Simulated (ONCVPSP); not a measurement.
**Before and after: ONCV potential for hydrogen (H)**

hydrogen, optimised norm-conserving Vanderbilt (ONCV), made with ONCVPSP 4.0.1 (LDA (Perdew-Wang 92), scalar-relativistic). Core none, reference 1s1. Waves: 1s: rc 1.25 bohr, ncon 3, nbas 6, qcut 4.3 1/bohr, 2 projectors, debl 3.3 Ha; p scattering state at 0.38 Ha: rc 1.05 bohr, ncon 4, nbas 7, qcut 7.4 1/bohr, 1 projector. Local part: polynomial inside 0.70 bohr (lpopt 5, dvloc0 0 Ha). Core correction: none.

Change: s: rc 1.52.

Cutoffs: the cutoffs (Ha) at which the residual kinetic energy of the hardest occupied pseudo-wave falls to 1 and 0.1 mHa per electron; they do not see the model core or the augmentation charge, which bear on the density cutoff. Errors are all-electron minus pseudo energies relative to the spin-unpolarised reference configuration.

**Question.** Predict the effect on cutoff, ghosts and configuration errors.

**Answer.** The potential gets softer (11 Ha and 53 Ha → 8.3 Ha and 31 Ha); neither file shows a bound ghost. A larger radius leaves more room for a smooth pseudo-wave, so fewer plane waves are needed.

| quantity | base | changed |
| --- | --- | --- |
| cutoff, loose | 11 Ha | 8.3 Ha |
| cutoff, tight | 53 Ha | 31 Ha |
| bound ghosts | none | none |
| GHOST(+) flags under 300 eV | none | none |
| error for 1s0.5, meV [ΔE 4.64 eV] | +4.5 | +9.0 |
| p: phases at 1.06 bohr within 0.05 rad from the reference energy up to (Ha; the scan ends near 5) | to the end of the scan | to the end of the scan |

Changed file: The cutoffs count occupied waves only; projector 2 of the s channel, the hardest unoccupied one, needs 23 Ha at the loose tolerance.
